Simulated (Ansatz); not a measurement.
`[Cl][Ti]12345678([Cl])([C@H]9[C@@H]1[C@@H]2[C@@H]3[C@H]94)[C@H]1[C@@H]5[C@@H]6[C@@H]7[C@H]18` + CH₄ → `[CH3][Ti]12345678([Cl])([C@H]9[C@@H]1[C@@H]2[C@@H]3[C@H]94)[C@H]1[C@@H]5[C@@H]6[C@@H]7[C@H]18` + HCl  (formal exchange of groups at a Ti–Cl bond)

Calculated with Ansatz (gas phase, PBE0-D4/def2-TZVP geometries, no zero-point term in ΔE). CBS: MP2 limit from def2 TZ/QZ plus the TZ coupled-cluster correction, frozen cores. This one scheme is used for every species. DFT in def2-TZVPP. B3LYP here is the variant with VWN-RPA as its local correlation; programs differ in this. For Ti outer-core shells are correlated without core-valence functions, which leaves a few kJ/mol of doubt a bond. Scalar relativity is left out up to krypton.

```
             level  ΔE (kJ/mol)
          B3LYP-D4        180.2
            B2PLYP        187.3
       HF/def2-SVP        180.9
CCSD(T)/def2-TZVPP        170.1
```

(1) What does CCSD(T)/CBS give? (An estimate is asked.)

Largest T1 diagnostic among the species: 0.018.

Answers

(1) Ansatz gave: +173.1 kJ/mol. The listed levels differ from it by 7.1, 14.2, 7.8, -3.0 kJ/mol.

From r2SCAN to r2SCAN0 (25 % exact exchange), in def2-TZVPP and without D4, ΔE moves by −3.8 kJ/mol. Leaving LDA and LC-ωPBE aside and taking each functional with its dispersion term where it has one, the values, not all of them listed here, spread over 18.0 kJ/mol, from ωB97M-V to B2PLYP. LDA lies −4.5 kJ/mol from PBE without D4.

CCSD(T)/CBS has its own doubt, a few kJ/mol and more with outer-core shells, so smaller differences from it don't rank the levels.
